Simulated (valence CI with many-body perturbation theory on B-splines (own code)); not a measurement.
Cu²³⁺: calculated level list

Calculated by valence CI with perturbative core correlation (CI+MBPT): four valence electrons over a frozen Dirac-Fock core [He], radial functions for each j: 11 s, 11 p, 9 d, 7 f, 5 g, 2 h, 1 i, with the one-electron correlation potential Σ1, the two-electron term Σ2, the three-electron term Σ3, Breit, model QED; selected CI, second order for the rest (own B-spline code, finite nucleus).

No measured levels were compared; by estimate levels of excited configurations hold to 0.05 to 0.15 % of their energy, terms of the ground configuration to about 0.5 %. Among the levels kept, up to 280 cm⁻¹ of a level comes from second order outside the variational space, and about a tenth of that is noise between levels of different J, which matters for small intervals.

Levels 1 to 45 of 115, with energies above the lowest level, 2s²2p² ³P_0. "Leading %" is the weight of the configuration and term that name the level; weights of strongly mixed levels are sums over their largest components and can fall short. In the jj column 3d3/2^4 stands for four electrons in 3d with j = 3/2. Lifetimes count E1, E2, E3, M1 and M2 decay at the calculated energies, and are blank where another channel may lead or the interval is too uncertain; long ones can be off by a factor of two.

```csv
No.,Configuration,Term,J,E (× 10³ cm⁻¹),Leading %,Lifetime,Leading jj,Second component
1,2s²2p²,³P,0,0.00,86,,2s^2 2p1/2^2 (93 %),13 % 2s²2p² ¹S
2,2s²2p²,³P,1,132.03,99,27.9 μs,2s^2 2p1/2 2p3/2 (99 %),
3,2s²2p²,³P,2,188.39,65,628 μs,2s^2 2p1/2 2p3/2 (89 %),34 % 2s²2p² ¹D
4,2s²2p²,¹D,2,373.56,65,8.07 μs,2s^2 2p3/2^2 (89 %),34 % 2s²2p² ³P
5,2s²2p²,¹S,0,520.42,84,2.36 μs,2s^2 2p3/2^2 (92 %),13 % 2s²2p² ³P
6,2s2p³,⁵S°,2,642.56,93,4.63 ns,2s 2p1/2^2 2p3/2 (46 %),7 % 2s2p³ ³P°
7,2s2p³,³D°,1,958.37,76,49.4 ps,2s 2p1/2^2 2p3/2 (66 %),18 % 2s2p³ ³P°
8,2s2p³,³D°,2,968.47,76,80.9 ps,2s 2p1/2 2p3/2^2 (63 %),20 % 2s2p³ ³P°
9,2s2p³,³D°,3,1018.7,100,109 ps,2s 2p1/2 2p3/2^2 (100 %),
10,2s2p³,³P°,0,1148.0,100,33.2 ps,2s 2p1/2 2p3/2^2 (100 %),
11,2s2p³,³P°,1,1164.9,73,29.1 ps,2s 2p1/2 2p3/2^2 (78 %),19 % 2s2p³ ³D°
12,2s2p³,³P°,2,1196.3,59,31.3 ps,2s 2p3/2^3 (48 %),22 % 2s2p³ ³D°
13,2s2p³,³S°,1,1336.7,70,8.45 ps,2s 2p1/2 2p3/2^2 (72 %),22 % 2s2p³ ¹P°
14,2s2p³,¹D°,2,1405.7,83,15.2 ps,2s 2p1/2 2p3/2^2 (56 %),15 % 2s2p³ ³P°
15,2s2p³,¹P°,1,1574.3,73,8.66 ps,2s 2p3/2^3 (74 %),22 % 2s2p³ ³S°
16,2p⁴,³P,2,1983.4,85,13.1 ps,2p1/2^2 2p3/2^2 (94 %),14 % 2p⁴ ¹D
17,2p⁴,³P,0,2107.8,76,10.8 ps,2p1/2^2 2p3/2^2 (79 %),22 % 2p⁴ ¹S
18,2p⁴,³P,1,2142.3,99,10.6 ps,2p1/2 2p3/2^3 (99 %),
19,2p⁴,¹D,2,2226.2,85,15.1 ps,2p1/2 2p3/2^3 (94 %),14 % 2p⁴ ³P
20,2p⁴,¹S,0,2519.1,74,8.70 ps,2p3/2^4 (79 %),23 % 2p⁴ ³P
21,2s²2p3s,³P°,0,9888.7,97,294 fs,2s^2 2p1/2 3s (97 %),
22,2s²2p3s,³P°,1,9899.0,72,242 fs,2s^2 2p1/2 3s (96 %),25 % 2s²2p3s ¹P°
23,2s²2p3s,³P°,2,10078,96,267 fs,2s^2 2p3/2 3s (96 %),
24,2s²2p3p,³D,1,10094,68,14.1 ps,2s^2 2p1/2 3p1/2 (97 %),26 % 2s²2p3p ¹P
25,2s²2p3s,¹P°,1,10104,72,184 fs,2s^2 2p3/2 3s (96 %),25 % 2s²2p3s ³P°
26,2s²2p3p,³P,1,10176,33,3.88 ps,2s^2 2p1/2 3p3/2 (91 %),28 % 2s²2p3p ³S
27,2s²2p3p,³D,2,10182,74,9.20 ps,2s^2 2p1/2 3p3/2 (88 %),12 % 2s²2p3p ¹D
28,2s²2p3p,³P,0,10183,79,2.47 ps,2s^2 2p1/2 3p1/2 (89 %),14 % 2s²2p3p ¹S
29,2s²2p3p,³P,1,10315,47,2.76 ps,2s^2 2p3/2 3p1/2 (68 %),32 % 2s²2p3p ¹P
30,2s²2p3p,³P,2,10339,52,3.25 ps,2s^2 2p3/2 3p1/2 (77 %),21 % 2s²2p3p ³D
31,2s²2p3p,³D,3,10339,96,11.7 ps,2s^2 2p3/2 3p3/2 (96 %),
32,2s²2p3p,³S,1,10346,62,3.59 ps,2s^2 2p3/2 3p3/2 (70 %),20 % 2s²2p3p ¹P
33,2s²2p3d,³F°,2,10379,74,237 fs,2s^2 2p1/2 3d3/2 (97 %),20 % 2s²2p3d ¹D°
34,2s2p²3s,⁵P,1,10393,87,403 fs,2s 2p1/2^2 3s (60 %),5 % 2s2p²3s ³S
35,2s²2p3p,¹D,2,10420,64,2.97 ps,2s^2 2p3/2 3p3/2 (80 %),28 % 2s²2p3p ³P
36,2s²2p3d,³F°,3,10432,68,71.7 fs,2s^2 2p1/2 3d5/2 (90 %),18 % 2s²2p3d ³D°
37,2s²2p3d,³P°,2,10435,39,40.4 fs,2s^2 2p1/2 3d5/2 (95 %),31 % 2s²2p3d ³D°
38,2s²2p3d,³D°,1,10451,61,26.6 fs,2s^2 2p1/2 3d3/2 (94 %),18 % 2s²2p3d ¹P°
39,2s2p²3s,³P,0,10470,52,405 fs,2s 2p1/2^2 3s (36 %),42 % 2s²2p3p ¹S
40,2s2p²3s,⁵P,2,10484,95,379 fs,2s 2p1/2 2p3/2 3s (90 %),
41,2s²2p3p,¹S,0,10523,41,493 fs,2s^2 2p3/2 3p3/2 (58 %),36 % 2s2p²3s ³P
42,2s2p²3s,⁵P,3,10557,89,326 fs,2s 2p1/2 2p3/2 3s (63 %),9 % 2s2p²3s ³D
43,2s²2p3d,³F°,4,10580,97,534 ps,2s^2 2p3/2 3d5/2 (97 %),
44,2s2p²3s,³P,1,10582,86,218 fs,2s 2p1/2 2p3/2 3s (85 %),6 % 2s²2p3p ³P
45,2s²2p3d,¹D°,2,10584,49,51.0 fs,2s^2 2p3/2 3d3/2 (61 %),24 % 2s²2p3d ³D°
```

Names give the largest LS component (configuration and term), which can be under half, so a name can repeat, a term be missing and a line seem to break the LS rules; names also repeat where a configuration has a term twice.

The ionisation energy to 2s²2p ²P°1/2 of the next ion comes out as 2182.5 eV (NIST: 2179.4 ± 1.5 eV (semi-empirical)). All 115 levels together are meant to be complete up to 11225 × 10³ cm⁻¹.
